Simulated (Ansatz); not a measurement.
`C[Si](F)(Cl)N=C=O` + H₂ → `C[SiH](F)Cl` + `N=C=O` at 600 K and 1 bar (hydrogenolysis of the Si–N bond).

Gas-phase electronic energies from Ansatz, PBE0-D4/def2-TZVP geometries. CCSD(T)/CBS adds triple-zeta CCSD(T) − MP2 to the extrapolated MP2 energy (def2 sets, frozen cores). This one scheme is used for every species. One conformer a species, not always the lowest.

| species | CCSD(T)/CBS energy (Eh) | H − E (kJ/mol) | S (J/(mol·K)) |
| --- | --- | --- | --- |
| `C[Si](F)(Cl)N=C=O` | -1056.62222 | 217.4 | 499.8 |
| H₂ | -1.17544 | 43.9 | 150.8 |
| `C[SiH](F)Cl` | -889.24457 | 181.4 | 390.8 |
| `N=C=O` | -168.51995 | 83.3 | 274.5 |

H − E and S are ideal-gas, rigid-rotor, harmonic terms from PBE0-D4/def2-TZVP, for one conformer and one mirror image of each species. The MP2-based limit puts H₂ 0.8 mEh under its directly extrapolated value; such offsets cancel only in part. 1 Eh = 2625.50 kJ/mol, R = 8.31446 J/(mol·K).

**Question.** By hand: ΔE, ΔH, ΔS and ΔG.

**Answer.** ΔE = (-889.24457) + (-168.51995) − (-1056.62222) − (-1.17544) = 0.03314 Eh = 87.0 kJ/mol. Δ(H − E) = 181.4 + 83.3 − 217.4 − 43.9 = 3.4, so ΔH = 90.4 kJ/mol. ΔS = 390.8 + 274.5 − 499.8 − 150.8 = 14.7 J/(mol·K). ΔG = 90.4 − 600 × (14.7)/1000 = 81.6 kJ/mol.

**Question.** By hand: the equilibrium constant, and the temperature at which ΔG would vanish if ΔH and ΔS stayed fixed.

**Answer.** log₁₀ K = −ΔG/(RT ln 10) = -7.1. ΔG = 0 at ΔH/ΔS = 6150 K, far beyond where these terms or the molecules hold.

The number of gas molecules stays the same, so ΔS is small and ΔH decides. A doubt of 5 kJ/mol in ΔE shifts log₁₀ K by 0.4 here. Other conformers and mirror images would add mixing entropy, several J/(mol·K) or more a flexible species. Modes under 60 cm⁻¹, often nearly free rotors, make the harmonic entropy too high. These are equilibria of isolated gas molecules and say nothing of rates. Largest T1 diagnostic: 0.018 (customary marks: 0.02 for closed shells, 0.045 for open ones).
